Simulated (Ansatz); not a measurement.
A run for Ansatz (an electronic-structure program): R-BLYP/def2-TZVPP on ClHO2W (SMILES [O]=[WH](=[O])[Cl]). Elements past Kr take the def2 small-core potentials; no spin–orbit coupling.

Ansatz 0.2 input:
```yaml
crystal:
  periodic: [false, false, false]
  atoms:
    - {symbol: W, position_ang: [0.05615623, 0.00891560, -0.00891560]}
    - {symbol: O, position_ang: [1.03962188, 1.09217625, 0.86504194]}
    - {symbol: O, position_ang: [1.03962188, -0.86504194, -1.09217625]}
    - {symbol: H, position_ang: [-0.83795052, 1.04835693, -1.04835693]}
    - {symbol: Cl, position_ang: [-1.29744947, -1.28450684, 1.28450684]}
basis:
  gaussian:
    orbitals: def2-TZVPP
hamiltonian:
  xc: {name: BLYP}
scf: {lower_state_search: off}
```

It printed:

```
WARN ansatz: RAYON_NUM_THREADS=4 ignored (pool sized by the plan → 4); use --threads N
Functional definition: BLYP
these checks for a lower state are left out or cut short: stability, starts, cluster_reference, orbital_swaps, neighbouring_geometries, increment
integrals: 0.09 GiB planned
990 factors; their error is unknown
mean field: 0.64 GiB planned
mean field evaluation 1: about -18446.0303 eV, gradient 1.1e2 eV
mean field evaluation 2: about -18057.6656 eV, gradient 3.6e2 eV
mean field evaluation 4: about -18464.3749 eV, gradient 2.0e1 eV
mean field evaluation 8: about -18465.1469 eV, gradient 5.8e-1 eV
mean field evaluation 16: about -18465.1358 eV, gradient 9.2e-3 eV
mean field -18465.13580917 eV, -678.5812248685 hartree, gradient 6.9e-6 eV, S^2 0.000000; 0 other end points of the search recorded, 0 dependent functions left out
reference -18465.13613173 eV, -678.5812367223 hartree; 24, 24 occupied and 150, 150 virtual orbitals, 990 factors
Total energy: -18465.13613173 eV, -678.5812367223 hartree
Checks for a lower state left out: stability, starts, cluster_reference, orbital_swaps, neighbouring_geometries, increment
```

The calculation finished and met its thresholds.

Cost: roughly 3 core-seconds.
